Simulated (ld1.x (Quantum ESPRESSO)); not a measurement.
Which change was made? (Fe, TM semilocal)

```json
{
  "Element": "Fe",
  "Generator": "ld1.x (Quantum ESPRESSO) 7.5",
  "Type": "norm-conserving Troullier–Martins (semilocal form)",
  "Functional": "PBE",
  "Relativity": "scalar-relativistic",
  "Frozen core": "[Ar]",
  "Valence charge": "8",
  "Reference configuration": "3d6 4s2 4p0",
  "Partial waves": "4p (bound, empty): rc 3.45 bohr; 3d (bound): rc 1.30 bohr; 4s (bound): rc 2.00 bohr",
  "Local potential": "the s channel",
  "Core correction": "none"
}
```

Cutoffs, loose and tight: the cutoffs (Ry, on a coarse ladder) from which the occupation-weighted sum of valence levels, in a spherical-Bessel basis at the reference potential, stays within 10 and 1 mRy of its value at 400 Ry. They do not see the model core or the augmentation charge, which bear on the density cutoff. Test errors are all-electron minus pseudo excitation energies from the reference, over the configurations 3d6 4s1 4p0; 3d6 4s0 4p0; 3d5 4s0 4p0; 3d7 4s1 4p0; 3d6 4s0 4p2; 3d6 4s1 4p1; 3d5 4s2 4p1; variants that change the core or the reference have their own tests.

The base gives: outcome: generated; cutoff, loose: 140 Ry; cutoff, tight: 200 Ry; bound ghosts: none; largest test error (meV): -176.

(1) After one change the result is: outcome: generated; cutoff, loose: 140 Ry; cutoff, tight: 200 Ry; bound ghosts: none; largest test error (meV): +113. Which change was it?
A. type RRKJ, which also changes the form from semilocal to separable; local potential the p channel
B. wave 4s (bound): rc 2.00 bohr becomes 4s (bound): rc 2.14 bohr
C. wave 4s (bound): rc 2.00 bohr becomes 4s (bound): rc 1.52 bohr
D. all radii scaled by about 0.74 (s 1.48, p 2.56, d 0.96 bohr)

Results:

(1) C. The others give: wave 4s (bound): rc 2.00 bohr becomes 4s (bound): rc 2.14 bohr → outcome: generated; cutoff, loose: 140 Ry; cutoff, tight: 200 Ry; bound ghosts: none; largest test error (meV): +182 | type RRKJ, which also changes the form from semilocal to separable; local potential the p channel → outcome: failed: compute_chi: n is too large | all radii scaled by about 0.74 (s 1.48, p 2.56, d 0.96 bohr) → outcome: generated; cutoff, loose: 200 Ry; cutoff, tight: 230 Ry; bound ghosts: none; largest test error (meV): +115. In the semilocal form every listed channel keeps its own potential, so the choice of the local channel does not act on these tests. It acts once the file is put into the separable form.
